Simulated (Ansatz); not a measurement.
Computed with Ansatz on PBE0-D4/def2-TZVP structures; ΔE is electronic, products minus reactants. CCSD(T)/CBS adds triple-zeta CCSD(T) − MP2 to the extrapolated MP2 energy (def2 sets, frozen cores). This one scheme is used for every species, atoms too. No spin–orbit coupling; open shells (•) take unrestricted orbitals. Spin–orbit coupling would lower the free atoms: a little for B, C, O; clearly for Se. For Se outer-core shells are correlated without core-valence functions, so the limit isn't a true one: a few kJ/mol of doubt a bond, and 10 to 20 or more in all where bonds break to atoms. Scalar relativity is left out up to krypton. Each species was taken in one conformer, which may not be the lowest.

`CB(O)C=[Se]` → B• + 2 C• + 5 H• + O• + Se•  (atomization)

`CB(O)C=[Se]`:

Cartesian coordinates in Å:
```
C -0.288 -0.616 1.285
B 0.247 -0.189 -0.119
O 1.239 -0.876 -0.718
C -0.365 1.065 -0.884
Se 0.217 1.568 -2.464
H 0.240 -1.475 1.699
H -1.355 -0.858 1.226
H -0.216 0.216 1.994
H 1.450 -0.483 -1.583
H -1.170 1.648 -0.438
```

```tsv
species	HF/def2-QZVPP energy (Eh)
`CB(O)C=[Se]`	-2578.20213
B•	-24.53309
C•	-37.69363
H•	-0.49998
O•	-74.81863
Se•	-2399.87465
```

(1) Work out ΔE.

Largest T1 diagnostic among the species: 0.014.

Results:

(1) ΔE = 5 × (-0.49998) + 2 × (-37.69363) + (-24.53309) + (-74.81863) + (-2399.87465) − (-2578.20213) = 1.08860 Eh = +2858.1 kJ/mol. CCSD(T)/CBS gives +3945.2 kJ/mol.

From PBE to PBE0 (25 % exact exchange), in def2-TZVPP and without D4, ΔE moves by −86.8 kJ/mol: exact exchange takes away binding that semilocal exchange gives to molecules. In def2-TZVPP, CCSD(T) changes the Hartree–Fock value by +989.9 kJ/mol (the triples alone add +73.0 kJ/mol) and MP2 by +1078.2 kJ/mol; breaking electron pairs costs correlation energy, which Hartree–Fock lacks. The D4 term adds +33.1 kJ/mol with B3LYP and +17.3 kJ/mol with PBE0; it sums over pairs of atoms, weighted by their polarisabilities, and B3LYP, whose exchange is more repulsive, gets the larger term.

B3LYP here is the variant with VWN-RPA as its local correlation; programs differ in this.

For atomizations the MP2-based limit and the directly extrapolated one differ by several kJ/mol either way, and by 10 to 25 for some Ge, Se and Sn compounds, so smaller differences from it don't rank the levels.
